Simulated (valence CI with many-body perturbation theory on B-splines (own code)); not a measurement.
**Cs⁴⁷⁺: calculated level list**

Calculated by relativistic CI+MBPT: six valence electrons over a frozen Dirac-Fock core [He], a basis of 9 s, 9 p, 8 d, 6 f, 3 g, 1 h functions for each j, with the one-electron correlation potential Σ1 (screened to all orders), the two-electron term Σ2, the three-electron term Σ3, Breit, model QED; selected single and double excitations, second order for the rest, scaled by the run's own slope (own B-spline code, finite nucleus).

The last digits are not significant, and no measured levels were compared; by estimate large intervals hold to a few tenths of a per cent, small ones and those within an open d or f shell to about a per cent. Among the levels kept, up to 2400 cm⁻¹ of a level comes from second order outside the variational space, and about a tenth of that is noise between levels of different J, which matters for small intervals.

Levels 46 to 72 of 72, with energies above the lowest level, (2s^2 2p1/2^2 2p3/2^2) J=2. "Leading %" is the weight of the configuration and term that name the level; weights of strongly mixed levels are sums over their largest components and can fall short, so below about 35 % the name and the second component can differ from the true leading terms, or belong to a minority configuration. In the jj column 3d3/2^4 stands for four electrons in 3d with j = 3/2.

```tsv
No.	Configuration	Term	J	E (Ry)	Leading %	Leading jj	Second component
46	2s²2p³3p	¹D	2	383.18	45	2s^2 2p1/2 2p3/2^2 3p3/2 (88 %)	20 % 2s²2p³3p ³P
47	2s2p⁴3s	⁵P	3	383.32	67	2s 2p1/2^2 2p3/2^2 3s (87 %)	21 % 2s2p⁴3s ³D
48	2s²2p³3p	³P	1	383.88	46	2s^2 2p1/2 2p3/2^2 3p3/2 (94 %)	26 % 2s²2p³3p ³S
49	2s²2p³3p	³D	2	384.19	40	2s^2 2p1/2 2p3/2^2 3p3/2 (79 %)	23 % 2s²2p³3p ¹D
50	2s2p⁴3s	³P	2	384.81	41	2s 2p1/2^2 2p3/2^2 3s (67 %)	11 % 2s²2p³3p ³P
51	2s²2p³3d	⁵D°	1	386.19	44	2s^2 2p1/2 2p3/2^2 3d3/2 (98 %)	42 % 2s²2p³3d ³D°
52	2s²2p³3d	³F°	2	386.30	39	2s^2 2p1/2 2p3/2^2 3d3/2 (97 %)	38 % 2s²2p³3d ⁵D°
53	2s²2p³3d	⁵D°	0	386.34	52	2s^2 2p1/2 2p3/2^2 3d3/2 (97 %)	29 % 2s²2p³3d ¹S°
54	2s²2p³3d	³G°	3	386.70	37	2s^2 2p1/2 2p3/2^2 3d3/2 (95 %)	24 % 2s²2p³3d ⁵D°
55	2s²2p³3d	³G°	4	387.76	62	2s^2 2p1/2 2p3/2^2 3d3/2 (95 %)	25 % 2s²2p³3d ¹G°
56	2s²2p³3d	⁵D°	4	388.00	51	2s^2 2p1/2 2p3/2^2 3d5/2 (94 %)	28 % 2s²2p³3d ¹G°
57	2s²2p³3d	³D°	3	388.10	47	2s^2 2p1/2 2p3/2^2 3d5/2 (94 %)	25 % 2s²2p³3d ³F°
58	2s²2p³3d	³D°	3	388.21	33	2s^2 2p1/2 2p3/2^2 3d3/2 (70 %)	24 % 2s²2p³3d ³F°
59	2s²2p³3d	³P°	2	388.31	29	2s^2 2p1/2 2p3/2^2 3d3/2 (72 %)	19 % 2s²2p³3d ³D°
60	2s2p⁴3s	³S	1	388.57	54	2s 2p1/2^2 2p3/2^2 3s (93 %)	29 % 2s2p⁴3s ⁵P
61	2s²2p³3d	³D°	1	388.69	34	2s^2 2p1/2 2p3/2^2 3d3/2 (62 %)	26 % 2s²2p³3d ³S°
62	2s2p⁴3s	³P	2	389.04	49	2s 2p1/2^2 2p3/2^2 3s (97 %)	18 % 2s2p⁴3s ¹D
63	2s2p⁴3s	³P	1	389.04	36	2s 2p1/2^2 2p3/2^2 3s (95 %)	34 % 2s2p⁴3s ³D
64	2s2p⁴3p	⁵P°	2	389.14	26	2s 2p1/2^2 2p3/2^2 3p1/2 (76 %)	17 % 2s2p⁴3p ³P°
65	2s²2p³3d	³P°	1	389.43	62	2s^2 2p1/2 2p3/2^2 3d5/2 (64 %)	28 % 2s²2p³3d ³D°
66	2s²2p³3d	³F°	4	389.50	74	2s^2 2p1/2 2p3/2^2 3d5/2 (99 %)	26 % 2s²2p³3d ¹G°
67	2s2p⁴3p	³D°	3	389.55	25	2s 2p1/2^2 2p3/2^2 3p1/2 (74 %)	20 % 2s2p⁴3p ⁵D°
68	2s²2p³3d	³G°	5	389.63	100	2s^2 2p1/2 2p3/2^2 3d5/2 (100 %)	
69	2s²2p³3d	³D°	2	389.87	44	2s^2 2p1/2 2p3/2^2 3d3/2 (62 %)	34 % 2s²2p³3d ³F°
70	2s2p⁴3s	¹S	0	389.98	60	2s 2p1/2^2 2p3/2^2 3s (98 %)	39 % 2s2p⁴3s ³P
71	2s²2p³3d	³P°	0	390.10	50	2s^2 2p1/2 2p3/2^2 3d5/2 (97 %)	49 % 2s²2p³3d ¹S°
72	2s²2p³3d	³D°	2	390.36	43	2s^2 2p1/2 2p3/2^2 3d5/2 (65 %)	20 % 2s²2p³3d ³F°
```

Where two levels of one J and parity lie close, their mixing, g and order are uncertain.
